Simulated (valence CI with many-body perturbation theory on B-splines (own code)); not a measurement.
# E1 transitions of Hg LXVIII

Computed by configuration interaction combined with many-body perturbation theory (CI+MBPT): three valence electrons over a frozen Dirac-Fock core [Ne], a basis of 11 s, 11 p, 9 d, 7 f, 5 g, 2 h, 1 i functions for each j, with the one-electron correlation potential Σ1, the two-electron term Σ2, the three-electron term Σ3, Breit, model QED; selected CI, second order for the rest (own B-spline code, finite nucleus).

No measured spectrum was set against this ion. As an estimate, large intervals hold to a few tenths of a per cent, small ones and those within an open d or f shell to about a per cent.

Lines 51 to 100 of 270 in falling wavelength, among levels below 15400 × 10³ cm⁻¹, chosen from the strongest by gf and those to the six lowest levels. Wavelengths and rates use the calculated energies. Electric multipoles are in the length gauge, E1 and E2 with the static RPA response of the core. Weak lines are less certain than strong ones. Lines between different terms over intervals too small for the method are left out, as are lines whose strength nearly cancels. The highest levels of a list are the least certain.

Levels are named by their leading jj configuration (3d3/2^4 stands for four electrons in 3d with j = 3/2), which in mixed levels can hold well under half, so a name can repeat and another be missing. Letters in brackets count levels of one name in rising energy.

```csv
λ vac (Å),Upper,Lower,A (s⁻¹),S (a.u.)
43.88,(3s 3p1/2 3d3/2) J=1/2,(3s 3p1/2 3p3/2) J=3/2 [a],6.78e+09,5.65e-04
42.52,(3s 3p1/2 3d3/2) J=3/2 [c],(3s 3p1/2 3p3/2) J=3/2 [a],2.58e+09,3.92e-04
38.24,(3s 3p3/2 3d5/2) J=3/2 [a],(3s 3p3/2^2) J=3/2,1.12e+11,1.23e-02
37.79,(3s 3p1/2 3d5/2) J=5/2 [a],(3s 3p1/2 3p3/2) J=3/2 [b],2.41e+09,3.85e-04
36.66,(3s^2 3p3/2) J=3/2,(3s 3p1/2^2) J=1/2,9.24e+08,8.99e-05
36.35,(3s 3d3/2 3d5/2) J=3/2 [b],(3s 3p3/2 3d3/2) J=1/2 [b],1.14e+11,1.08e-02
36.31,(3s 3d3/2 3d5/2) J=5/2 [b],(3s 3p3/2 3d3/2) J=5/2 [b],9.46e+10,1.34e-02
36.29,(3s 3d3/2 3d5/2) J=7/2 [b],(3s 3p3/2 3d3/2) J=5/2 [b],3.01e+11,5.69e-02
35.68,(3p1/2 3p3/2 3d5/2) J=3/2 [a],(3p1/2 3p3/2^2) J=3/2,1.72e+11,1.54e-02
35.58,(3s 3p1/2 3d5/2) J=3/2,(3s 3p1/2 3p3/2) J=1/2,2.87e+11,2.55e-02
35.41,(3s 3p1/2 3d5/2) J=5/2 [a],(3s 3p1/2 3p3/2) J=5/2,1.23e+10,1.62e-03
35.28,(3s 3d3/2 3d5/2) J=1/2,(3s 3p3/2 3d3/2) J=1/2 [b],3.29e+11,1.43e-02
34.99,(3s 3d3/2 3d5/2) J=5/2 [b],(3s 3p3/2 3d3/2) J=3/2 [b],2.10e+11,2.66e-02
34.87,(3s 3p1/2 3d5/2) J=5/2 [b],(3s 3p1/2 3p3/2) J=3/2 [b],2.30e+11,2.89e-02
34.61,(3p1/2 3p3/2 3d5/2) J=5/2 [a],(3p1/2 3p3/2^2) J=5/2,1.84e+11,2.26e-02
34.59,(3p1/2^2 3d5/2) J=5/2,(3s 3p1/2 3d3/2) J=3/2 [b],1.15e+11,1.41e-02
34.53,(3s 3p3/2 3d5/2) J=1/2,(3s 3p3/2^2) J=1/2,4.92e+11,2.00e-02
34.43,(3p1/2 3p3/2 3d5/2) J=1/2,(3p1/2 3p3/2^2) J=1/2,4.01e+11,1.62e-02
34.42,(3s 3p3/2 3d5/2) J=5/2 [a],(3s 3p3/2^2) J=5/2,3.07e+11,3.71e-02
34.41,(3s 3p1/2 3d5/2) J=3/2,(3s 3p1/2 3p3/2) J=3/2 [b],8.79e+10,7.07e-03
34.35,(3s 3d3/2 3d5/2) J=3/2 [b],(3s 3p3/2 3d3/2) J=3/2 [b],2.13e+11,1.71e-02
34.21,(3s 3d3/2 3d5/2) J=7/2 [a],(3s 3p3/2 3d3/2) J=5/2 [a],3.60e+11,5.70e-02
34.02,(3p1/2 3p3/2 3d5/2) J=3/2 [b],(3p1/2 3p3/2^2) J=1/2,2.63e+11,2.05e-02
33.88,(3s 3p3/2 3d5/2) J=5/2 [b],(3s 3p3/2^2) J=3/2,7.11e+11,8.19e-02
33.84,(3s^2 3d5/2) J=5/2,(3s^2 3p3/2) J=3/2,4.17e+11,4.78e-02
33.82,(3s 3p1/2 3d5/2) J=7/2,(3s 3p1/2 3p3/2) J=5/2,2.88e+11,4.40e-02
33.76,(3p1/2 3p3/2 3d5/2) J=5/2 [b],(3p1/2 3p3/2^2) J=3/2,6.32e+11,7.20e-02
33.62,(3s 3d3/2 3d5/2) J=5/2 [a],(3s 3p3/2 3d3/2) J=3/2 [a],3.41e+11,3.84e-02
33.58,(3s 3p3/2 3d5/2) J=7/2 [a],(3s 3p3/2^2) J=5/2,4.43e+11,6.62e-02
33.46,(3s 3p1/2 3d5/2) J=5/2 [a],(3s 3p1/2 3p3/2) J=3/2 [a],3.82e+11,4.24e-02
33.41,(3p1/2 3p3/2 3d5/2) J=7/2 [b],(3p1/2 3p3/2^2) J=5/2,4.93e+11,7.25e-02
33.38,(3s 3p3/2 3d5/2) J=3/2 [b],(3s 3p3/2^2) J=1/2,3.46e+11,2.54e-02
33.26,(3p1/2^2 3d5/2) J=5/2,(3s 3p1/2 3d3/2) J=3/2 [a],1.42e+11,1.55e-02
33.19,(3s 3p3/2 3d5/2) J=3/2 [a],(3s 3p3/2^2) J=5/2,9.42e+10,6.80e-03
33.18,(3s 3d3/2 3d5/2) J=3/2 [a],(3s 3p3/2 3d3/2) J=1/2 [a],3.12e+11,2.25e-02
33.18,(3p1/2 3p3/2 3d5/2) J=5/2 [b],(3p1/2 3p3/2^2) J=5/2,5.57e+10,6.02e-03
32.99,(3s 3d3/2 3d5/2) J=3/2 [a],(3s 3p3/2 3d3/2) J=3/2 [a],1.02e+11,7.20e-03
32.83,(3s 3p1/2 3d5/2) J=5/2 [b],(3s 3p1/2 3p3/2) J=5/2,9.37e+10,9.81e-03
32.76,(3s 3d3/2 3d5/2) J=9/2,(3s 3p3/2 3d3/2) J=7/2,4.53e+11,7.86e-02
32.42,(3s 3p1/2 3d5/2) J=3/2,(3s 3p1/2 3p3/2) J=5/2,2.12e+10,1.43e-03
32.07,(3s 3d3/2 3d5/2) J=7/2 [b],(3s 3p3/2 3d3/2) J=7/2,8.37e+10,1.09e-02
31.95,(3s 3d3/2 3d5/2) J=5/2 [b],(3s 3p3/2 3d3/2) J=5/2 [a],9.93e+10,9.60e-03
31.69,(3s 3p3/2 3d5/2) J=7/2 [b],(3s 3p3/2^2) J=5/2,2.93e+11,3.68e-02
31.15,(3s 3p1/2 3d5/2) J=5/2 [b],(3s 3p1/2 3p3/2) J=3/2 [a],6.03e+09,5.39e-04
30.78,(3s 3p1/2 3d5/2) J=3/2,(3s 3p1/2 3p3/2) J=3/2 [a],5.79e+10,3.33e-03
19.97,(3p1/2^2 3d3/2) J=3/2,(3s^2 3p3/2) J=3/2,1.48e+09,2.33e-05
18.09,(3s 3p1/2 3p3/2) J=3/2 [a],(3s^2 3p1/2) J=1/2,2.61e+10,3.05e-04
17.93,(3s 3p3/2 3d5/2) J=5/2 [a],(3s^2 3d5/2) J=5/2,7.31e+11,1.25e-02
17.91,(3p1/2 3p3/2 3d5/2) J=7/2 [a],(3s 3p1/2 3d5/2) J=5/2 [b],2.26e+11,5.12e-03
17.77,(3s 3p3/2^2) J=5/2,(3s^2 3p3/2) J=3/2,1.33e+12,2.21e-02
```
